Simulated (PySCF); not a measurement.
C5H12N2.
Geometry (GFN2-xTB, Å), atoms numbered from 1 in this order:
```
atom  x, y, z in Å
C1    -0.7489    1.3974   -1.3467
C2    -0.2987    0.7618   -0.0335
C3    -1.3019   -0.3020    0.4760
C4    -0.4896   -1.6105    0.4231
N5     0.6647   -1.3233   -0.4268
N6     0.9732    0.0523   -0.2489
C7     1.9259    0.2218    0.8303
H8    -0.9381    0.6331   -2.0971
H9     0.0292    2.0580   -1.7198
H10   -1.6591    1.9733   -1.1962
H11   -0.1471    1.5522    0.7066
H12   -2.1705   -0.3537   -0.1802
H13   -1.6459   -0.0836    1.4850
H14   -1.0549   -2.4540    0.0300
H15   -0.1162   -1.8767    1.4164
H16    0.4121   -1.4423   -1.4063
H17    2.2822    1.2509    0.8150
H18    1.5121    0.0028    1.8236
H19    2.7618   -0.4482    0.6420
```

NICS is the negative of the GIAO shielding at a point without a nucleus: at the ring centre (0) and 1 Å above and below it (1); zz is the component along the ring normal. Level: GIAO PBE0/pcSseg-1 (PySCF, non-relativistic, gas phase) on the GFN2-xTB geometry, one conformer.

Ring bond lengths (Å), with Mayer bond orders in brackets: C2–C3 1.548 (0.99), C3–C4 1.541 (1.02), C4–N5 1.462 (0.98), N5–N6 1.421 (1.01), N6–C2 1.472 (0.91).

Problem. What do the NICS probes read (ppm)?

Solution. 
```json
{"ring": "C2–C3–C4–N5–N6", "type": "5-membered ring with 2 N; formal bonds all single", "NICS(0)": "-7.2", "NICS(1), two faces": "-4.0 / -4.1", "NICS(1)zz, two faces": "-8.7 / -8.2", "rms pucker (Å)": "0.14", "centre to ring atoms, mean (Å)": "1.25"}
```

Problem. What do they say, and how far can they be read as aromaticity?

Solution. 
- C2–C3–C4–N5–N6: mean NICS(1)zz -8.4 ppm, shielded. C2, C3, C4 have four or more neighbours, so the value isn't read as a sign of a π ring current.

Problem. What is the mean of the two in-plane components of NICS at the second NICS(1) probe listed for ring C2–C3–C4–N5–N6, 1 Å off the ring?

Solution. The isotropic value is a third of the trace: (3 × -4.1 − (-8.2))/2 = -2.0 ppm.

Problem. Give the inner angles of the rings and the Hirshfeld charges of the ring atoms.

Solution. 
- C2–C3–C4–N5–N6: C2 106.1° (+0.015 e), C3 103.3° (-0.084 e), C4 105.6° (-0.036 e), N5 106.8° (-0.131 e), N6 107.3° (-0.065 e); sum 529.1° against 540° for a flat convex ring.
